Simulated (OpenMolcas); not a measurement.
# Ionisation energies of holmium

```json
{"Program": "OpenMolcas 26.06", "Basis": "ANO-R2 [8s6p4d3f1g]", "Scalar Hamiltonian": "X2C, finite nucleus", "Spin-orbit coupling": "state interaction with AMFI integrals over the reference wave functions, term energies averaged over their components"}
```

Active shells in each charge state: the valence f shell, with orbitals averaged over the low states. Where CASPT2's correlated closed shells are named, they are those of the first ion.

A. CASSCF
B. SS-CASPT2, IPEA 0.25 Eh, imaginary shift 0.1 Eh (closed shells correlated: 5s 5p)
C. SS-CASPT2, IPEA 0.25 Eh, imaginary shift 0.1 Eh (closed shells correlated: 4d 5s 5p)
D. SS-CASPT2, IPEA 0 Eh, imaginary shift 0.1 Eh (closed shells correlated: 5s 5p)

Energies in eV between the lowest computed levels, named as in B; reference values from the NIST Atomic Spectra Database with their kind.

```tsv
From	To	A	B	C	D	Spin-orbit share in B	Reference
Ho2+ 4f¹¹ ⁴I°_15/2	Ho3+ 4f¹⁰ ⁵I₈	18.374	23.249	23.492	23.292	-0.222	22.790 (semi-empirical)
Ho3+ 4f¹⁰ ⁵I₈	Ho4+ 4f⁹ ⁶H°_15/2	39.434	42.873	42.975	42.913	+0.260	42.520 (semi-empirical)
```

The lowest level within the active space need not be the ion's true ground level.

° marks odd parity.
